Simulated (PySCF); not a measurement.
Compound: C6H14FNSi.
Numbering: `[CH3:1][CH2:2][C@@H:3]1[CH2:4][CH2:5][C@@H:6]1[NH:7][SiH2:8][F:9]`

Cartesian coordinates in Å at the GFN2-xTB level; atoms count from 1:
```
atom  x, y, z in Å
C1    -1.5614    1.3189   -1.5372
C2    -1.7416    0.5604   -0.2268
C3    -0.9540   -0.7406   -0.2211
C4    -0.9635   -1.5774    1.0718
C5     0.5606   -1.7388    0.9740
C6     0.5969   -0.6706   -0.1424
N7     1.1372    0.6013    0.2517
Si8    2.6691    1.2095   -0.1965
F9     2.7961    0.9087   -1.7718
H10   -0.5087    1.5291   -1.7065
H11   -1.9346    0.7294   -2.3719
H12   -2.1054    2.2605   -1.5114
H13   -1.4246    1.1927    0.6047
H14   -2.7994    0.3266   -0.0772
H15   -1.2564   -1.3401   -1.0820
H16   -1.2746   -1.0009    1.9416
H17   -1.5421   -2.4979    1.0371
H18    0.8702   -2.7235    0.6319
H19    1.1256   -1.4814    1.8688
H20    1.1067   -0.9751   -1.0566
H21    0.7245    0.9312    1.1100
H22    2.6225    2.6512   -0.0246
H23    3.8522    0.5541    0.3549
```

Probes without a nucleus sit at each ring's centroid and 1 Å off its mean plane on both sides; NICS is minus the shielding there, NICSzz its component along the normal. Level: GIAO PBE0/pcSseg-1 (PySCF, non-relativistic, gas phase) on the GFN2-xTB geometry, one conformer.

Ring bond lengths (Å), with Mayer bond orders in brackets: C3–C4 1.540 (1.02), C4–C5 1.536 (1.05), C5–C6 1.546 (1.02), C6–C3 1.554 (0.96).

Q: What do the NICS probes read (ppm)?

A: 
```tsv
ring	type	NICS(0)	NICS(1), two faces	NICS(1)zz, two faces	rms pucker (Å)	centre to ring atoms, mean (Å)
C3–C4–C5–C6	4-membered carbocycle; formal bonds all single	0.0	-0.3 / -0.9	6.3 / 1.8	0.07	1.09
```

Q: What do they say, and how far can they be read as aromaticity?

A: 
- C3–C4–C5–C6: mean NICS(1)zz 4.1 ppm, deshielded. C3, C4, C5, C6 have four or more neighbours, so the value isn't read as a sign of a π ring current. The two faces differ by 4.5 ppm, so no symmetry operation interchanges them.

Q: At the first NICS(1) probe listed for ring C3–C4–C5–C6, 1 Å off the ring, how large is the induced field along the normal in 11.7 T applied along it?

A: NICSzz × B0 = 6.3 ppm × 11.7 T = 74 μT, along the applied field.

Q: What are the shieldings of the ring atoms and their hydrogens in the same run (means over atoms taken as equivalent)?

A: 
```tsv
atoms	environment	σ isotropic (ppm)
C3	four-membered-ring carbon	145.2
C4	four-membered-ring carbon	162.2
C5	four-membered-ring carbon	155.1
C6	sp3 carbon bound to nitrogen	139.7
H15	methine hydrogen	29.30
H16	methylene hydrogen	30.15
H17	methylene hydrogen	29.66
H18	methylene hydrogen	29.17
H19	methylene hydrogen	30.35
H20	methine hydrogen	28.04
```
